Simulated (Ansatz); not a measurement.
Consider the ligand exchange at the Si–C bond: `C=C=C[SiH](C)F` + `N[SiH](O)O` → `C[SiH](F)N[SiH](O)O` + `C=C=C`.

Calculated with Ansatz (gas phase, PBE0-D4/def2-TZVP geometries, no zero-point term in ΔE). CBS: MP2 limit from def2 TZ/QZ plus the TZ coupled-cluster correction, frozen cores. This one scheme is used for every species. DFT in def2-TZVPP. Each species was taken in one conformer, which may not be the lowest.

`C=C=C[SiH](C)F`:

```xyz
13

C    -0.539    2.020    1.310
C     0.385    1.190    0.925
C     1.274    0.332    0.514
Si    0.794   -1.083   -0.584
C    -1.020   -1.087   -0.951
F     1.613   -0.950   -1.959
H    -1.100    1.848    2.222
H    -0.761    2.913    0.736
H     2.307    0.452    0.837
H     1.240   -2.362    0.028
H    -1.596   -1.246   -0.036
H    -1.334   -0.137   -1.389
H    -1.263   -1.890   -1.652
```

`N[SiH](O)O`:

```xyz
9

N     0.620    0.357   -1.035
Si    0.105   -0.348    0.441
O    -1.224   -1.248    0.108
O    -0.103    0.876    1.512
H     1.350    1.052   -1.027
H     0.680   -0.212   -1.864
H     1.018   -1.282    1.126
H    -1.887   -0.852   -0.459
H    -0.559    1.658    1.197
```

`C[SiH](F)N[SiH](O)O`:

Z-matrix (Å, degrees):
```
C
Si 1 1.850
H 1 1.093 2 111.2
H 1 1.092 2 110.5 3 119.9
H 1 1.093 2 110.7 3 -120.6
F 2 1.616 1 108.9 3 -62.6
N 2 1.712 1 110.9 3 56.2
H 2 1.480 1 112.9 3 -177.6
Si 7 1.727 2 126.4 1 -177.4
H 7 1.010 2 116.8 1 -1.5
O 9 1.636 7 106.3 2 14.5
O 9 1.638 7 109.5 2 140.3
H 9 1.472 7 115.0 2 -103.1
H 11 0.960 9 118.5 7 38.8
H 12 0.958 9 118.2 7 -56.9
```

`C=C=C`:

Cartesian coordinates in Å:
```
C 0.990 0.740 0.401
C 0.000 0.000 0.000
C -0.990 -0.740 -0.401
H 0.828 1.580 1.069
H 2.007 0.539 0.081
H -1.538 -0.501 -1.307
H -1.297 -1.618 0.157
```

**Question.** Is it downhill or uphill in electronic energy at CCSD(T)/CBS, and by how much? (Estimate.)

**Answer.** Ansatz gave: Downhill: ΔE = -59.7 kJ/mol.

**Question.** What do these levels give: PBE0-D4, PBE, HF/def2-TZVPP, MP2/def2-TZVPP, SCS-MP2/def2-TZVPP, MP2/def2-QZVPP? (Best estimate.)

**Answer.** Computed: PBE0-D4 -55.5, PBE -50.9, HF/def2-TZVPP -64.1, MP2/def2-TZVPP -57.4, SCS-MP2/def2-TZVPP -59.1, MP2/def2-QZVPP -56.9 kJ/mol.

Largest T1 diagnostic among the species: 0.012.

The D4 term adds −3.0 kJ/mol with B3LYP and −1.6 kJ/mol with PBE0; it sums over pairs of atoms, weighted by their polarisabilities, and B3LYP, whose exchange is more repulsive, gets the larger term. In def2-TZVPP, CCSD(T) changes the Hartree–Fock value by +3.4 kJ/mol (the triples alone add +0.9 kJ/mol) and MP2 by +6.7 kJ/mol.

B3LYP here is the variant with VWN-RPA as its local correlation; programs differ in this.
